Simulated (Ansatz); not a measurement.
Consider the redistribution: `B[SiH](F)Cl` + `C[O][Al]([O]C)[O]C` → `B[SiH](F)OC` + `C[O][Al]([Cl])[O]C`.

Program: Ansatz. Geometries: PBE0-D4/def2-TZVP. ΔE: electronic, gas phase. CBS: MP2 limit from def2 TZ/QZ plus the TZ coupled-cluster correction, frozen cores. DFT in def2-TZVPP. B3LYP here is the variant with VWN-RPA as its local correlation; programs differ in this. Each species was taken in one conformer, which may not be the lowest.

```json
{"level": "PBE0-D4", "ΔE (kcal/mol)": "-8.0", "difference from CCSD(T)/CBS": "1.1"}
{"level": "B3LYP-D4", "ΔE (kcal/mol)": "-8.1", "difference from CCSD(T)/CBS": "1.0"}
{"level": "ωB97M-V", "ΔE (kcal/mol)": "-8.7", "difference from CCSD(T)/CBS": "0.4"}
{"level": "PBE", "ΔE (kcal/mol)": "-7.0", "difference from CCSD(T)/CBS": "2.1"}
{"level": "MP2/def2-TZVPP", "ΔE (kcal/mol)": "-9.0", "difference from CCSD(T)/CBS": "0.1"}
{"level": "SCS-MP2/def2-TZVPP", "ΔE (kcal/mol)": "-9.1", "difference from CCSD(T)/CBS": "0.0"}
{"level": "CCSD(T)/def2-TZVPP", "ΔE (kcal/mol)": "-9.1", "difference from CCSD(T)/CBS": "0.0"}
{"level": "HF/def2-QZVPP", "ΔE (kcal/mol)": "-10.8", "difference from CCSD(T)/CBS": "-1.7"}
{"level": "SCS-MP2/def2-QZVPP", "ΔE (kcal/mol)": "-9.1", "difference from CCSD(T)/CBS": "0.0"}
{"level": "HF/CBS(def2)", "ΔE (kcal/mol)": "-10.8", "difference from CCSD(T)/CBS": "-1.7"}
{"level": "CCSD(T)/CBS", "ΔE (kcal/mol)": "-9.1", "difference from CCSD(T)/CBS": "0"}
```

Largest T1 diagnostic among the species: 0.012.

From PBE to PBE0 (25 % exact exchange), in def2-TZVPP and without D4, ΔE moves by −1.0 kcal/mol. In def2-TZVPP, CCSD(T) changes the Hartree–Fock value by +1.7 kcal/mol (the triples alone add +0.2 kcal/mol) and MP2 by +1.9 kcal/mol.
